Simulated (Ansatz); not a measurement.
`C=C(F)[NH][AlH2]` and `C=[C](F)[GeH2][CH3]` differ in one atom or group.

Ansatz, PBE0-D4/def2-TZVP geometries, multiplicity 1. Each molecule was computed in one conformer, which needn't be the lowest.

Scalar relativity is left out up to krypton.

```json
{"property": "HOMO energy (ωB97M-V/def2-TZVPP) / eV", "`C=C(F)[NH][AlH2]`": "-8.56"}
{"property": "size of the dipole moment (B3LYP/def2-TZVPP) / D", "`C=C(F)[NH][AlH2]`": "1.71"}
{"property": "LUMO energy (ωB97M-V/def2-TZVPP) / eV", "`C=C(F)[NH][AlH2]`": "0.34"}
{"property": "LUMO energy (PBE0/def2-TZVPP) / eV", "`C=C(F)[NH][AlH2]`": "-1.26"}
{"property": "LUMO energy (PBE/def2-TZVPP) / eV", "`C=C(F)[NH][AlH2]`": "-2.01"}
{"property": "HOMO–LUMO gap (B3LYP/def2-TZVPP) / eV", "`C=C(F)[NH][AlH2]`": "4.72"}
```

Problem. Give the same properties after the change, and the shifts. (Estimate.)

Solution. Ansatz gave: 
```tsv
property	`C=[C](F)[GeH2][CH3]`	shift
HOMO energy (ωB97M-V/def2-TZVPP) / eV	-9.87	-1.31
size of the dipole moment (B3LYP/def2-TZVPP) / D	2.03	0.32
LUMO energy (ωB97M-V/def2-TZVPP) / eV	2.05	1.71
LUMO energy (PBE0/def2-TZVPP) / eV	-0.06	1.20
LUMO energy (PBE/def2-TZVPP) / eV	-1.04	0.97
HOMO–LUMO gap (B3LYP/def2-TZVPP) / eV	7.09	2.37
```

With PBE0 the HOMO falls by 1.22 eV and the LUMO rises by 1.20 eV, so the gap widens by about 2.42 eV. PBE moves the HOMO by -1.07 eV and ωB97M-V by -1.31 eV. Dipoles are sizes alone; their direction can turn.

B3LYP here is the variant with VWN-RPA as its local correlation; programs differ in this.
